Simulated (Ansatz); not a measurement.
A structure relaxed at PBE0-D4/def2-TZVP, charge 0, multiplicity 1:

Cartesian coordinates in Å:
```
C 0.599 -1.685 -0.565
C 0.610 -0.527 -1.548
Ge -0.031 1.255 -0.925
O -0.415 0.741 0.746
C -0.936 1.641 1.693
H -0.407 -1.880 -0.191
H 0.971 -2.607 -1.023
H 1.218 -1.471 0.308
H 1.620 -0.347 -1.943
H 0.008 -0.754 -2.440
H -1.068 2.652 1.287
H -0.262 1.700 2.554
H -1.908 1.282 2.046
```

**Question.** Give its formula and SMILES.

**Answer.** C3H8GeO, `C[CH2][Ge][O]C`.

**Question.** Point group (tolerance 0.08 Å, 0.16 Å for H)?

**Answer.** Cs.

**Question.** Summarise the bond lengths by kind.

**Answer.** 1 × C–C 1.519 Å; 8 × C–H 1.091 to 1.100 Å; 1 × C–Ge 1.993 Å; 1 × Ge–O 1.790 Å; 1 × C–O 1.406 Å.

Results of the Gaussian-basis code of Ansatz.
